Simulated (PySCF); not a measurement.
SMILES O=Cc1cccc[c]1[GeH3] (C7H8GeO), GFN2-xTB optimised geometry.

```
17

O     -1.13    -2.78     0.00
C     -1.71    -1.72     0.00
C     -1.03    -0.43     0.00
C     -1.75     0.76     0.00
C     -1.07     1.97     0.00
C      0.31     1.98     0.00
C      1.02     0.79     0.00
C      0.37    -0.43     0.00
Ge     1.39    -2.11     0.00
H     -2.81    -1.67     0.00
H     -2.83     0.74     0.00
H     -1.62     2.90     0.00
H      0.84     2.92     0.00
H      2.11     0.81     0.00
H      2.83    -1.65     0.00
H      1.20    -2.92     1.23
H      1.19    -2.92    -1.23
```

Density from CAM-B3LYP/def2-SVP in PySCF at that geometry.

Minimum of the electron density along straight lines between bonded atoms, close to the bond critical point (lines longer than 1.1 times the sum of covalent radii, or with two minima, are not listed):

```json
[
 {"bond": "O1–C2", "length / Å": "1.210", "ρ at the minimum / e bohr⁻³": "0.408", "∇²ρ there / e bohr⁻⁵": "0.41", "position (fraction from the first atom)": "0.67"},
 {"bond": "C2–C3", "length / Å": "1.453", "ρ at the minimum / e bohr⁻³": "0.288", "∇²ρ there / e bohr⁻⁵": "-0.75", "position (fraction from the first atom)": "0.51"},
 {"bond": "C3–C4", "length / Å": "1.395", "ρ at the minimum / e bohr⁻³": "0.309", "∇²ρ there / e bohr⁻⁵": "-0.79", "position (fraction from the first atom)": "0.50"},
 {"bond": "C4–C5", "length / Å": "1.380", "ρ at the minimum / e bohr⁻³": "0.317", "∇²ρ there / e bohr⁻⁵": "-0.83", "position (fraction from the first atom)": "0.50"},
 {"bond": "C5–C6", "length / Å": "1.388", "ρ at the minimum / e bohr⁻³": "0.313", "∇²ρ there / e bohr⁻⁵": "-0.82", "position (fraction from the first atom)": "0.50"},
 {"bond": "C6–C7", "length / Å": "1.385", "ρ at the minimum / e bohr⁻³": "0.315", "∇²ρ there / e bohr⁻⁵": "-0.83", "position (fraction from the first atom)": "0.50"},
 {"bond": "C3–C8", "length / Å": "1.399", "ρ at the minimum / e bohr⁻³": "0.306", "∇²ρ there / e bohr⁻⁵": "-0.77", "position (fraction from the first atom)": "0.50"},
 {"bond": "C7–C8", "length / Å": "1.387", "ρ at the minimum / e bohr⁻³": "0.313", "∇²ρ there / e bohr⁻⁵": "-0.80", "position (fraction from the first atom)": "0.50"},
 {"bond": "C8–Ge9", "length / Å": "1.962", "ρ at the minimum / e bohr⁻³": "0.126", "∇²ρ there / e bohr⁻⁵": "0.08", "position (fraction from the first atom)": "0.54"},
 {"bond": "C2–H10", "length / Å": "1.105", "ρ at the minimum / e bohr⁻³": "0.278", "∇²ρ there / e bohr⁻⁵": "-1.07", "position (fraction from the first atom)": "0.64"},
 {"bond": "C4–H11", "length / Å": "1.081", "ρ at the minimum / e bohr⁻³": "0.284", "∇²ρ there / e bohr⁻⁵": "-1.09", "position (fraction from the first atom)": "0.64"},
 {"bond": "C5–H12", "length / Å": "1.080", "ρ at the minimum / e bohr⁻³": "0.284", "∇²ρ there / e bohr⁻⁵": "-1.10", "position (fraction from the first atom)": "0.64"},
 {"bond": "C6–H13", "length / Å": "1.081", "ρ at the minimum / e bohr⁻³": "0.285", "∇²ρ there / e bohr⁻⁵": "-1.10", "position (fraction from the first atom)": "0.64"},
 {"bond": "C7–H14", "length / Å": "1.082", "ρ at the minimum / e bohr⁻³": "0.284", "∇²ρ there / e bohr⁻⁵": "-1.10", "position (fraction from the first atom)": "0.64"},
 {"bond": "Ge9–H15", "length / Å": "1.515", "ρ at the minimum / e bohr⁻³": "0.137", "∇²ρ there / e bohr⁻⁵": "0.08", "position (fraction from the first atom)": "0.59"},
 {"bond": "Ge9–H16", "length / Å": "1.488", "ρ at the minimum / e bohr⁻³": "0.145", "∇²ρ there / e bohr⁻⁵": "0.09", "position (fraction from the first atom)": "0.59"},
 {"bond": "Ge9–H17", "length / Å": "1.488", "ρ at the minimum / e bohr⁻³": "0.145", "∇²ρ there / e bohr⁻⁵": "0.09", "position (fraction from the first atom)": "0.59"}
]
```
